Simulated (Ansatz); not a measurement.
Reaction (ligand exchange at the Si–S bond): `[SiH3]S[SiH2]Cl` + `CO[SiH](O)F` → `CO[SiH](F)O[SiH2]Cl` + `[SiH3]S`

Calculated with Ansatz (gas phase, PBE0-D4/def2-TZVP geometries, no zero-point term in ΔE). CCSD(T)/CBS is the MP2 limit (def2-TZVPP, def2-QZVPP) plus CCSD(T) − MP2 in def2-TZVPP, frozen cores. One conformer a species, not always the lowest.

`[SiH3]S[SiH2]Cl`:

Z-matrix (Å, degrees):
```
Si
S 1 2.147
H 1 1.485 2 109.5
H 1 1.482 2 106.2 3 119.3
H 1 1.482 2 110.9 3 -121.2
Si 2 2.118 1 98.1 3 35.5
Cl 6 2.056 2 112.0 1 59.0
H 6 1.479 2 111.2 1 -59.9
H 6 1.478 2 106.7 1 177.7
```

`CO[SiH](O)F`:

Cartesian coordinates in Å:
```
C -0.883 1.359 -0.071
O -0.351 0.147 -0.565
Si 0.796 -0.744 0.160
O 0.924 -2.161 -0.613
F 0.367 -0.949 1.683
H -0.120 2.144 -0.041
H -1.298 1.230 0.933
H -1.681 1.677 -0.743
H 2.123 -0.112 0.175
H 0.124 -2.591 -0.918
```

`CO[SiH](F)O[SiH2]Cl`:

Cartesian coordinates in Å:
```
C 0.349 -1.843 -1.046
O 1.211 -1.013 -0.295
Si 0.852 -0.257 1.085
F 2.143 0.575 1.469
O -0.398 0.767 0.925
Si -1.083 2.040 0.186
Cl -1.411 1.608 -1.793
H 0.937 -2.308 -1.838
H -0.087 -2.633 -0.426
H -0.456 -1.260 -1.501
H 0.532 -1.184 2.181
H -2.396 2.289 0.812
H -0.193 3.218 0.241
```

`[SiH3]S`:

Z-matrix (Å, degrees):
```
Si
S 1 2.137
H 1 1.485 2 111.6
H 1 1.485 2 111.6 3 -122.0
H 1 1.482 2 104.8 3 119.0
H 2 1.344 1 94.7 3 60.9
```

```json
{"level": "CCSD/def2-TZVPP", "ΔE (eV)": "-0.59"}
{"level": "CCSD/CBS(def2)", "ΔE (eV)": "-0.55"}
```

What does CCSD(T)/CBS give? (An estimate is asked.)

The calculation gave: -0.51 eV. The listed levels differ from it by -0.08, -0.04 eV.

Largest T1 diagnostic among the species: 0.011.

From PBE to PBE0 (25 % exact exchange), in def2-TZVPP and without D4, ΔE moves by −0.05 eV. In def2-TZVPP, CCSD(T) changes the Hartree–Fock value by +0.21 eV (the triples alone add +0.04 eV) and MP2 by +0.27 eV.
